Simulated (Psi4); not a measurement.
Pair of molecules: CH3Cl (SMILES CCl) (first 5 atoms) with H2 (SMILES [H][H]); geometry from B3LYP-D3(BJ)/def2-TZVP, rigid monomers moved along the line of their centres of mass till Cl2···H7 is 4.20 Å.
(charge 0, multiplicity 1):
```csv
atom,x (Å),y (Å),z (Å)
C,-0.2693,1.0804,-0.4277
Cl,-0.1522,-0.7034,-0.2695
H,-1.1997,1.3174,-0.9347
H,-0.2559,1.5117,0.5687
H,0.5809,1.4279,-1.0066
H,-0.0606,0.5271,4.4433
H,-0.0535,0.0712,3.8541
```

All values below come from SAPT0/jun-cc-pV(D+d)Z run with Psi4 1.11.

Question: Which attractive term is largest, and how does the interaction split up?

Answer: electrostatics -0.10, exchange 0.02, induction -0.01, dispersion -0.07, total -0.16 kcal/mol; the largest attraction is electrostatics.
